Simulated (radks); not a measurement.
These are the eigenvalues of the occupied orbitals of an atom or ion with whole-number occupations (hartree). Calculated with a radial shooting solver on a logarithmic mesh with Libxc functionals: scalar-relativistic Kohn-Sham, PBEsol, spin-polarised, spherical densities, finite nucleus; Fermi nuclear charge, rms radius of each element as measured or else 0.836 A^(1/3) + 0.57 fm.

1s up: -279.9907
1s down: -279.9649
2s up: -34.15771
2s down: -34.07030
2p up: -29.43259
2p down: -29.36012
3s up: -4.89948
3p up: -3.54235
3p down: -3.34948
3d up: -1.38530
3d down: -1.20884
4p up: -0.65826

Which element is it, and in what charge state? The configuration may be excited. Open shells, if any, are filled with parallel spins first.

Answer. Z = 27, cobalt, charge +2: Co2+ in [Ne] 3s1 3p6 3d7 4p1. The list shows which subshells hold electrons but not how many an open one holds; the 1s level, -279.99 hartree, gives Z - s = 23.7 by -(Z - s)^2/2, which with screening and relativity narrows Z to a few neighbours, and the depths of the outer levels then fix element, charge and occupations together.
